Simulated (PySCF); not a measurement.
Isomers of C5H6Cl2O, mass 151.980 u with the commonest isotopes. Level of theory: PBE0/def2-SVPD in PySCF (dipole) on a GFN2-xTB geometry, gas phase. One conformer each, none proved a minimum here; rigid rotors.

Question: Order these by rotational constant A, smallest first.
A. `[CH3:1][C:2](=[O:3])/[CH:4]=[C:5](/[Cl:6])[CH2:7][Cl:8]` with C1–C2–C4–C5 172°, C4–C5–C7–Cl8 -115°
B. `[CH2:1]=[CH:2][O:3]/[CH:4]=[CH:5]/[CH:6]([Cl:7])[Cl:8]` with C1–C2–O3–C4 180°, C2–O3–C4–C5 180°, C4–C5–C6–Cl7 120°
C. `[Cl:1][C:2]1=[C:3]([Cl:4])[CH2:5][O:6][CH2:7][CH2:8]1` with C2–C3–C5–O6 -14°, C3–C5–O6–C7 47°, C5–O6–C7–C8 -66°, O6–C7–C8–C2 49°
D. `[CH3:1][CH2:2]/[CH:3]=[C:4](/[Cl:5])[C:6](=[O:7])[Cl:8]` with C1–C2–C3–C4 -100°, C3–C4–C6–O7 13°

Answer: C (1829 MHz), A (1920 MHz), D (2049 MHz), B (3045 MHz).

Question: Order these by radius of gyration √(Σ m r²/M), smallest first.
A. `[CH2:1]=[CH:2][O:3]/[CH:4]=[CH:5]/[CH:6]([Cl:7])[Cl:8]` with C1–C2–O3–C4 180°, C2–O3–C4–C5 180°, C4–C5–C6–Cl7 120°
B. `[CH3:1][CH2:2]/[CH:3]=[C:4](/[Cl:5])[C:6](=[O:7])[Cl:8]` with C1–C2–C3–C4 -100°, C3–C4–C6–O7 13°
C. `[CH3:1][C:2](=[O:3])/[CH:4]=[C:5](/[Cl:6])[CH2:7][Cl:8]` with C1–C2–C4–C5 172°, C4–C5–C7–Cl8 -115°
D. `[Cl:1][C:2]1=[C:3]([Cl:4])[CH2:5][O:6][CH2:7][CH2:8]1` with C2–C3–C5–O6 -14°, C3–C5–O6–C7 47°, C5–O6–C7–C8 -66°, O6–C7–C8–C2 49°

Answer: D (2.070 Å), B (2.206 Å), C (2.291 Å), A (2.714 Å).

Question: Order these by rotational constant C, smallest first.
A. `[CH3:1][C:2](=[O:3])/[CH:4]=[C:5](/[Cl:6])[CH2:7][Cl:8]` with C1–C2–C4–C5 172°, C4–C5–C7–Cl8 -115°
B. `[CH2:1]=[CH:2][O:3]/[CH:4]=[CH:5]/[CH:6]([Cl:7])[Cl:8]` with C1–C2–O3–C4 180°, C2–O3–C4–C5 180°, C4–C5–C6–Cl7 120°
C. `[CH3:1][CH2:2]/[CH:3]=[C:4](/[Cl:5])[C:6](=[O:7])[Cl:8]` with C1–C2–C3–C4 -100°, C3–C4–C6–O7 13°
D. `[Cl:1][C:2]1=[C:3]([Cl:4])[CH2:5][O:6][CH2:7][CH2:8]1` with C2–C3–C5–O6 -14°, C3–C5–O6–C7 47°, C5–O6–C7–C8 -66°, O6–C7–C8–C2 49°

Answer: B (459.0 MHz), A (659.2 MHz), C (701.1 MHz), D (786.8 MHz).

| SMILES | point group | Ia (u·Å²) | Ib (u·Å²) | Ic (u·Å²) | κ | μa (D) | μb (D) | μc (D) |
| --- | --- | --- | --- | --- | --- | --- | --- | --- |
| CC(=O)/C=C(/Cl)CCl | C1 | 263.15 | 565.68 | 766.69 | -0.63 | 1.85 | 2.28 | 0.03 |
| C=CO/C=C/C(Cl)Cl | Cs | 165.97 | 972.39 | 1101.13 | -0.95 | 2.86 | 0.00 | 1.78 |
| ClC1=C(Cl)COCC1 | C1 | 276.34 | 383.69 | 642.35 | 0.02 | 1.69 | 0.71 | 0.80 |
| CC/C=C(/Cl)C(=O)Cl | C1 | 246.69 | 511.94 | 720.88 | -0.58 | 2.72 | 1.56 | 0.50 |
